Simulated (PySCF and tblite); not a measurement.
The numbers below are computed, except where a source is named.
2 diastereomers of C10H19F3, numbered alike:

```tsv
isomer	SMILES	descriptors (one enantiomer)
A	[CH3:1][CH2:2][C@H:3]([CH3:4])[CH2:5][CH2:6][CH2:7][C@H:8]([CH3:9])[C:10]([F:11])([F:12])[F:13]	3S, 8S
B	[CH3:1][CH2:2][C@@H:3]([CH3:4])[CH2:5][CH2:6][CH2:7][C@H:8]([CH3:9])[C:10]([F:11])([F:12])[F:13]	3R, 8S
```

Each isomer is a Boltzmann average at 298.15 K over at most 6 conformers: GFN2-xTB geometries, energies PBE0/6-31G* (D3(BJ) added where defined), GIAO shieldings PBE0/6-31G*, GFN2-xTB thermal terms. Programs: PySCF with density fitting and tblite.

**Question.** What shifts does each isomer give (ppm; of two unlike H on one atom, a is the less shielded)?

**Answer.** 
A: ¹H (against TMS): 2.10 (H8, 1H), 1.93 (H7a, 1H), 1.80 (H6a, 1H), 1.63 (H5a, 1H), 1.60 (H2a, 1H), 1.52 (H3, 1H), 1.46 (H7b, 1H), 1.37 (H2b, 1H), 1.24 (H5b, 1H), 1.18 (H6b, 1H), 1.16 (H9, 3H), 1.05 (H1, 3H), 1.02 (H4, 3H). ¹³C (against TMS): 129.7 (C10), 40.7 (C8), 39.2 (C5), 36.9 (C3), 32.4 (C2), 32.2 (C7), 27.5 (C6), 20.0 (C4), 14.1 (C1), 14.1 (C9). ¹⁹F (against CFCl3): -94.4 (F11/F12/F13).

B: ¹H (against TMS): 2.10 (H8, 1H), 1.93 (H7a, 1H), 1.58 (H2a, 1H), 1.55 (H6a, 1H), 1.53 (H5a, 1H), 1.50 (H3, 1H), 1.48 (H7b, 1H), 1.46 (H6b, 1H), 1.34 (H2b, 1H), 1.31 (H5b, 1H), 1.15 (H9, 3H), 1.05 (H1, 3H), 1.01 (H4, 3H). ¹³C (against TMS): 129.7 (C10), 40.4 (C8), 38.7 (C5), 37.4 (C3), 32.1 (C7), 32.1 (C2), 27.4 (C6), 20.5 (C4), 14.6 (C1), 13.9 (C9). ¹⁹F (against CFCl3): -94.4 (F11/F12/F13).

The conformer set may be incomplete (the search or the number kept was capped). Unscaled ¹⁹F shifts at such levels can be off by tens of ppm; differences between conformers or isomers are more reliable. Shifts are unscaled: against experiment ¹³C can be off by 15 ppm or more and ¹H by 0.8 ppm.
